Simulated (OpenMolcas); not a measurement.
**Sm²⁺: CASPT2 settings compared**

| Quantity | Value |
| --- | --- |
| Program | OpenMolcas 26.06 |
| Basis | ANO-RCC-VDZ [7s6p4d2f] |
| Scalar Hamiltonian | DKH4, point nucleus |
| Active space | 6 electrons in 7 orbitals (4f) |
| State averaging | 2S+1 = 7 even, 7 roots; 2S+1 = 5 even, 105 roots (91 in the spin-orbit step); 2S+1 = 3 even, 112 roots (91 in the spin-orbit step); 2S+1 = 1 even, 47 roots (0 in the spin-orbit step) |
| Spin-orbit coupling | state interaction with AMFI integrals over the reference wave functions, term energies averaged over their components |

Methods on the same reference wave functions:
A. CASSCF
B. SS-CASPT2, IPEA 0.5 Eh, sigma2 regulariser 0.25 Eh (closed shells correlated: none)
C. SS-CASPT2, IPEA 0.6 Eh, sigma2 regulariser 0.15 Eh (closed shells correlated: 4d 5s 5p)

Energies in cm⁻¹ above 4f⁶ ⁷F₀, the measured ground level; measured values from Martin, Zalubas and Hagan, Atomic Energy Levels: The Rare-Earth Elements, NSRDS-NBS 60 (1978).

```csv
Level,A,B,C,Measured
4f⁶ ⁷F₀,0.0,0.0,0.0,0.0
4f⁶ ⁷F₁,286,306,320,293
4f⁶ ⁷F₂,812,859,893,814
4f⁶ ⁷F₃,1518,1587,1635,1493
4f⁶ ⁷F₄,2352,2430,2490,2278
4f⁶ ⁷F₅,3278,3360,3420,3132
4f⁶ ⁷F₆,4263,4330,4380,4027
4f⁶ ⁵D₀(1),18933,16630,15340,
4f⁶ ⁵D₁(1),20109,17820,16560,
4f⁶ ⁵D₂(1),22145,19880,18640,
4f⁶ ⁵D₃(1),24682,22410,21180,
4f⁶ ⁵L₆,25769,24990,26540,
4f⁶ ⁵L₇,26552,25780,27360,
4f⁶ ⁵L₈,27324,26570,28180,
4f⁶ ⁵D₄(1),27524,25240,23990,
4f⁶ ⁵G₂(1),27736,25930,25090,
4f⁶ ⁵G₃(1),27926,26170,25380,
4f⁶ ⁵L₉,28000,27260,28890,
4f⁶ ⁵G₄(1),28092,26370,25620,
4f⁶ ⁵G₅(1),28133,26440,25720,
4f⁶ ⁵G₆(1),28191,26490,25750,
4f⁶ ⁵L₁₀,28525,27790,29430,
4f⁶ ⁵H₃,32652,31350,31110,
4f⁶ ⁵H₇,32672,31390,31210,
```

Deviations, from unrounded energies. A percentage is the sum of absolute deviations over the sum of measured energies, with the sign that they share, or ± where signs differ.

| Against measurement | Levels | A | B | C |
| --- | --- | --- | --- | --- |
| mean absolute deviation (cm-1) | 6 | 82 | 140 | 180 |
| fine structure of the ground term (%) | 6 | ±4.1 | +6.9 | +9.1 |

A lies closest to measurement on these levels and C furthest from it. The largest miss of A in the table is 4f⁶ ⁷F₆, by +240 cm-1. The ranking rests on the paired levels alone, and a cruder setting can come out closer through cancelling errors.

Between B and C the level of the table that moves most is 4f⁶ ⁵L₁₀, by 1600 cm-1 (lowest in B, highest in C). Moves below CASPT2's spread within the term are not significant.

The mean deviations of B to C differ by less than CASPT2's widest spread within a term (400 cm-1), so their order carries little weight.

From A to B the spin-free energies of the other terms of 4f⁶ shown, above ⁷F, scale by factors of 0.89 to 0.97, as is usual when dynamic correlation screens the repulsion within a d or f shell.

The lowest spin-free term lies below A's lowest term by 0.062 hartree in B, 0.503 hartree in C.

CASPT2 breaks the degeneracy within a term, and the mean is taken; among the terms shown or strongly mixed into the levels shown the widest spread is 400 cm-1 (4f⁶ ⁵L, C). High states are left out of the spin-orbit mixing, which shifts the levels that they would mix with. Without dynamic correlation excited terms often stand tens of per cent too high (terms of higher spin than the ground term too low), and those without a measured partner can miss by more than the paired ones (holds for A). The CASPT2 spread within a term exceeds the gap to the next term for 4f⁶ ⁵L and 4f⁶ ⁵G(1), so the order of their levels is uncertain, and so are names and mixing where such terms share a J (holds for B). Measured partners are found by configuration, term and J. A level has none where our copy of the source lacks it or the pairing is in doubt (some pairs that miss far off the trend of their configuration count as doubtful), and it then counts in no deviation. Only configurations of the active space appear. The table leaves out levels that lie high or whose names do not pair safely across all columns.

A number in round brackets counts repeated terms of one configuration in the order of the reference energies.
